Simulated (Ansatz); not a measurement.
`[NH2][W](=[S])(=[S])[Cl]` + NH₃ → `[NH2][W]([NH2])(=[S])=[S]` + HCl at 600 K and 1 bar (ligand exchange at a W–Cl bond).

Computed with Ansatz on PBE0-D4/def2-TZVP structures; ΔE is electronic, products minus reactants. CCSD(T)/CBS adds triple-zeta CCSD(T) − MP2 to the extrapolated MP2 energy (def2 sets, frozen cores). This one scheme is used for every species. def2 core potentials past Kr. For W outer-core shells are correlated without core-valence functions, which leaves a few kJ/mol of doubt a bond. One conformer a species, not always the lowest.

| species | CCSD(T)/CBS energy (Eh) | H − E (kJ/mol) | S (J/(mol·K)) |
| --- | --- | --- | --- |
| `[NH2][W](=[S])(=[S])[Cl]` | -1378.37860 | 138.3 | 452.8 |
| NH₃ | -56.50880 | 112.4 | 219.5 |
| `[NH2][W]([NH2])(=[S])=[S]` | -974.48244 | 208.6 | 467.2 |
| HCl | -460.38127 | 35.4 | 207.2 |

H − E and S are ideal-gas, rigid-rotor, harmonic terms from PBE0-D4/def2-TZVP, for one conformer and one mirror image of each species. 1 Eh = 2625.50 kJ/mol, R = 8.31446 J/(mol·K).

**Question.** By hand: ΔE, ΔH, ΔS and ΔG.

**Answer.** ΔE = (-974.48244) + (-460.38127) − (-1378.37860) − (-56.50880) = 0.02369 Eh = 62.2 kJ/mol. Δ(H − E) = 208.6 + 35.4 − 138.3 − 112.4 = -6.7, so ΔH = 55.5 kJ/mol. ΔS = 467.2 + 207.2 − 452.8 − 219.5 = 2.1 J/(mol·K). ΔG = 55.5 − 600 × (2.1)/1000 = 54.2 kJ/mol.

**Question.** By hand: the equilibrium constant, and the temperature at which ΔG would vanish if ΔH and ΔS stayed fixed.

**Answer.** log₁₀ K = −ΔG/(RT ln 10) = -4.7. ΔG = 0 at ΔH/ΔS = 26429 K, far beyond where these terms or the molecules hold.

The number of gas molecules stays the same, so ΔS is small and ΔH decides. A doubt of 5 kJ/mol in ΔE shifts log₁₀ K by 0.4 here. Other conformers and mirror images would add mixing entropy, several J/(mol·K) or more a flexible species. These are equilibria of isolated gas molecules and say nothing of rates. Largest T1 diagnostic: 0.022 (customary marks: 0.02 for closed shells, 0.045 for open ones).
